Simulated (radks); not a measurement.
Polarisability of the europium ion Eu+, [Xe] 4f7 6s1, at imaginary frequency. All-electron calculation, scalar-relativistic Kohn-Sham, LDA (Slater exchange, VWN5 correlation), spin-polarised, spherical densities, finite nucleus; open shells are filled with parallel spins first (spin-orbit coupling, left out, can overturn this in heavy ions); Fermi nuclear charge, rms radius 5.1115 fm. Program: a radial shooting solver on a logarithmic mesh with Libxc functionals. Response by self-consistent Sternheimer equations with the Hartree and adiabatic LDA kernel, the relativistic mass of each level held fixed and spin-orbit coupling left out.

| w (hartree) | alpha1(iw) (bohr^3) |
|---|---|
| 0.00266 | 71.35 |
| 0.0143 | 70.62 |
| 0.0360 | 66.84 |
| 0.0697 | 57.17 |
| 0.118 | 42.55 |
| 0.186 | 28.39 |
| 0.280 | 18.35 |
| 0.413 | 12.22 |
| 0.605 | 8.434 |
| 0.892 | 5.796 |
| 1.35 | 3.733 |
| 2.12 | 2.138 |
| 3.59 | 1.043 |
| 6.94 | 0.3977 |
| 17.5 | 0.09065 |

Static values: alpha1 = 71.38 bohr^3 (10.58 angstrom^3; uncoupled 107.8). C6 = 615.3, triple-dipole C9 = 30040 atomic units. One-pole (London) frequency 4 C6 / (3 alpha1^2) = 0.161 hartree, against 0.336 for minus the highest occupied eigenvalue.
